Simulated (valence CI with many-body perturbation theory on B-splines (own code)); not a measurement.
Pm LIV: calculated level list

Method: relativistic CI+MBPT: six valence electrons over a frozen Dirac-Fock core [He], radial functions for each j: 9 s, 9 p, 8 d, 6 f, 3 g, 1 h, with the one-electron correlation potential Σ1, the two-electron term Σ2, the three-electron term Σ3, Breit, model QED; selected CI, second order for the rest, scaled by the run's own slope (own B-spline code, finite nucleus).

The last digits are not significant, and no measured levels were compared; by estimate large intervals hold to a few tenths of a per cent, small ones and those within an open d or f shell to about a per cent. Among the levels kept, up to 2100 cm⁻¹ of a level comes from second order outside the variational space, and about a tenth of that is noise between levels of different J, which matters for small intervals.

Levels 1 to 45 of 66, with energies above the lowest level, (2s^2 2p1/2^2 2p3/2^2) J=2. "Leading %" is the weight of the configuration and term that name the level; weights of strongly mixed levels are sums over their largest components and can fall short, and the name can then belong to a minority configuration. In the jj column 3d3/2^4 stands for four electrons in 3d with j = 3/2. Lifetimes count E1, E2, E3, M1 and M2 decay at the calculated energies, and are blank where another channel may lead or the interval is too uncertain; long ones can be off by a factor of two.

```csv
No.,Configuration,Term,J,E (eV),Leading %,Lifetime,Leading jj
1,2s2.2p4,3P,2,0.0,69,,2s^2 2p1/2^2 2p3/2^2 (100 %)
2,2s2.2p4,1S,0,45.6,63,21.8 ms,2s^2 2p1/2^2 2p3/2^2 (100 %)
3,2s2.2p4,3P,1,579.1,100,485 ps,2s^2 2p1/2 2p3/2^3 (100 %)
4,2s2.2p4,1D,2,596.9,69,1.06 ns,2s^2 2p1/2 2p3/2^3 (100 %)
5,2s.2p5,3P°,2,886.1,100,520 fs,2s 2p1/2^2 2p3/2^3 (100 %)
6,2s.2p5,1P°,1,949.8,59,207 fs,2s 2p1/2^2 2p3/2^3 (99 %)
7,2s2.2p4,3P,0,1192.9,63,176 ps,2s^2 2p3/2^4 (99 %)
8,2s.2p5,3P°,0,1474.3,100,270 fs,2s 2p1/2 2p3/2^4 (100 %)
9,2s.2p5,3P°,1,1508.3,59,230 fs,2s 2p1/2 2p3/2^4 (99 %)
10,2p6,1S,0,1869.3,99,129 fs,2p1/2^2 2p3/2^4 (99 %)
11,2s2.2p3.3s,3P°,2,5782.3,48,22.9 fs,2s^2 2p1/2^2 2p3/2 3s (100 %)
12,2s2.2p3.3s,1P°,1,5789.6,31,9.55 fs,2s^2 2p1/2^2 2p3/2 3s (100 %)
13,2s2.2p3.3p,3P,1,5873.1,31,2.06 ps,2s^2 2p1/2^2 2p3/2 3p1/2 (100 %)
14,2s2.2p3.3p,3D,2,5874.9,25,1.35 ps,2s^2 2p1/2^2 2p3/2 3p1/2 (100 %)
15,2s2.2p3.3p,3D,3,6038.5,49,1.60 ps,2s^2 2p1/2^2 2p3/2 3p3/2 (100 %)
16,2s2.2p3.3p,3P,1,6038.6,35,1.48 ps,2s^2 2p1/2^2 2p3/2 3p3/2 (100 %)
17,2s2.2p3.3p,3P,2,6060.8,44,1.69 ps,2s^2 2p1/2^2 2p3/2 3p3/2 (99 %)
18,2s2.2p3.3p,3P,0,6080.9,72,584 fs,2s^2 2p1/2^2 2p3/2 3p3/2 (99 %)
19,2s2.2p3.3d,3D°,2,6134.4,33,22.6 fs,2s^2 2p1/2^2 2p3/2 3d3/2 (98 %)
20,2s2.2p3.3d,3F°,3,6141.0,27,338 fs,2s^2 2p1/2^2 2p3/2 3d3/2 (96 %)
21,2s2.2p3.3d,3D°,1,6143.7,33,5.90 fs,2s^2 2p1/2^2 2p3/2 3d3/2 (99 %)
22,2s2.2p3.3d,3P°,0,6145.6,62,3.04 ps,2s^2 2p1/2^2 2p3/2 3d3/2 (100 %)
23,2s2.2p3.3d,3F°,4,6179.4,50,18.7 ps,2s^2 2p1/2^2 2p3/2 3d5/2 (100 %)
24,2s2.2p3.3d,3D°,2,6188.5,34,2.23 fs,2s^2 2p1/2^2 2p3/2 3d5/2 (98 %)
25,2s2.2p3.3d,3D°,3,6201.9,46,1.01 fs,2s^2 2p1/2^2 2p3/2 3d5/2 (96 %)
26,2s2.2p3.3d,3D°,1,6210.8,35,1.52 fs,2s^2 2p1/2^2 2p3/2 3d5/2 (99 %)
27,2s2.2p3.3s,5S°,2,6345.9,54,38.9 fs,2s^2 2p1/2 2p3/2^2 3s (99 %)
28,2s2.2p3.3s,3S°,1,6355.3,55,8.68 fs,2s^2 2p1/2 2p3/2^2 3s (100 %)
29,2s2.2p3.3s,3D°,3,6368.9,100,34.8 fs,2s^2 2p1/2 2p3/2^2 3s (100 %)
30,2s2.2p3.3s,1D°,2,6375.3,66,9.73 fs,2s^2 2p1/2 2p3/2^2 3s (100 %)
31,2s2.2p3.3s,3P°,0,6407.1,100,21.3 fs,2s^2 2p1/2 2p3/2^2 3s (100 %)
32,2s2.2p3.3s,3P°,1,6410.1,66,15.7 fs,2s^2 2p1/2 2p3/2^2 3s (100 %)
33,2s2.2p3.3p,5P,1,6434.9,46,3.90 ps,2s^2 2p1/2 2p3/2^2 3p1/2 (100 %)
34,2s2.2p3.3p,3F,2,6442.5,34,2.37 ps,2s^2 2p1/2 2p3/2^2 3p1/2 (100 %)
35,2s2.2p3.3p,3F,3,6458.8,44,1.70 ps,2s^2 2p1/2 2p3/2^2 3p1/2 (100 %)
36,2s2.2p3.3p,3P,2,6486.9,52,775 fs,2s^2 2p1/2 2p3/2^2 3p1/2 (99 %)
37,2s2.2p3.3p,3D,1,6495.4,73,1.68 ps,2s^2 2p1/2 2p3/2^2 3p1/2 (99 %)
38,2s2.2p3.3p,3P,0,6530.9,64,828 fs,2s^2 2p1/2 2p3/2^2 3p1/2 (98 %)
39,2s.2p4.3s,5P,3,6589.7,31,154 fs,2s^2 2p1/2 2p3/2^2 3p3/2 (57 %)
40,2s2.2p3.3p,3P,2,6599.7,37,116 fs,2s^2 2p1/2 2p3/2^2 3p3/2 (90 %)
41,2s2.2p3.3p,3P,0,6603.5,100,1.37 ps,2s^2 2p1/2 2p3/2^2 3p3/2 (98 %)
42,2s2.2p3.3p,1F,3,6613.9,32,207 fs,2s^2 2p1/2 2p3/2^2 3p3/2 (69 %)
43,2s2.2p3.3p,1P,1,6616.9,49,886 fs,2s^2 2p1/2 2p3/2^2 3p3/2 (98 %)
44,2s2.2p3.3p,3F,4,6624.2,100,1.27 ps,2s^2 2p1/2 2p3/2^2 3p3/2 (100 %)
45,2s2.2p3.3p,3D,3,6629.7,54,221 fs,2s^2 2p1/2 2p3/2^2 3p3/2 (72 %)
```

The ionisation energy to 2s2.2p3 2P°_3/2 of the next ion comes out as 10671 eV (NIST: 10671 ± 5 eV (theoretical)). All 66 levels together are meant to be complete up to 6746.4 eV.
